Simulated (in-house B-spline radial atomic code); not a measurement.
**Response and correlation of neutral xenon**

Closed shell [Kr] 4d10 5s2 5p6. Computed with a B-spline radial code for spherical atoms: Dirac-Hartree-Fock, relativistic RPA (time-dependent Dirac-Hartree-Fock) for the response and second-order many-body perturbation theory for correlation, no-pair Dirac-Coulomb Hamiltonian, finite nucleus, speed of light scaled by 100 (non-relativistic limit).

Command:
```bash
python run_mb.py task.json out
```
Settings (nuclear radius in fm, box in bohr, cutoff in hartree):
```
basis_form          2
Z                   54
core_configuration  [Kr] 4d10 5s2 5p6
rms_radius          4.7859
mass_number         132
speed_of_light      13703.59991
box_radius          45.0
lmax                7
intervals           67
virtual_cutoff      72900.0
```

Time taken, with all properties: 21 s on 1 thread of Arm Neoverse V1, on a shared host.

```
multipole (bohr³, bohr⁵, bohr⁷)  uncoupled  coupled RPA
                         dipole     27.198       27.103
                     quadrupole     158.35            ?
                       octupole     2465.3       3605.2
```

Problem. What is the coupled quadrupole polarisability?

Solution. 213.02 atomic units, +35 % against the uncoupled value.

Problem. Which subshells carry the dipole polarisability?

Solution. 5p3/2 65.9 %, 5p1/2 32.9 %, 5s1/2 0.5 %.

Problem. What does the dipole shielding factor come to?

Solution. The dipole shielding factor is 1.000, against the exact N/Z = 54/54 = 1.000 of the non-relativistic theorem.

Dipole polarisability at imaginary frequency:

```
u (Eh)  α(iu) (bohr³)
     0           27.1
  0.05           26.8
  0.15          24.67
   0.3          19.73
   0.5          13.84
     1          6.359
     2          2.422
     5          0.634
```

Problem. What dispersion coefficients follow for two such atoms?

Solution. C6 = (3/π)∫α(iu)²du = 289.3 hartree·bohr⁶ and C8 = 12020 hartree·bohr⁸.

Lowest J = 1 odd-parity excitations:

```json
{"energy (eV)": "8.7923", "oscillator strength": "7.92e-09", "leading channel": "5p1/2 → s1/2", "weight": "0.607"}
{"energy (eV)": "9.1493", "oscillator strength": "0.431", "leading channel": "5p3/2 → s1/2", "weight": "0.664"}
{"energy (eV)": "9.7995", "oscillator strength": "1.47e-09", "leading channel": "5p3/2 → d3/2", "weight": "0.471"}
{"energy (eV)": "10.623", "oscillator strength": "3.13e-08", "leading channel": "5p1/2 → d3/2", "weight": "0.5"}
{"energy (eV)": "10.851", "oscillator strength": "0.467", "leading channel": "5p3/2 → d5/2", "weight": "0.591"}
{"energy (eV)": "10.938", "oscillator strength": "1.42e-07", "leading channel": "5p1/2 → s1/2", "weight": "0.641"}
{"energy (eV)": "10.996", "oscillator strength": "0.125", "leading channel": "5p3/2 → s1/2", "weight": "0.659"}
{"energy (eV)": "11.246", "oscillator strength": "1.5e-09", "leading channel": "5p3/2 → d3/2", "weight": "0.515"}
```

Second-order correlation energy by the highest angular momentum of the excited pair (hartree): s -0.02309, p -0.2312, d -0.7683, f -1.278, g -0.4118, h -0.1796, i -0.0822, k -0.04204.

Problem. What is the second-order correlation energy at the partial-wave limit?

Solution. The listed waves sum to -3.0166 hartree; extrapolating the increments as (l + 1/2)⁻⁴ gives -3.1025 hartree, -1.56 eV per electron.
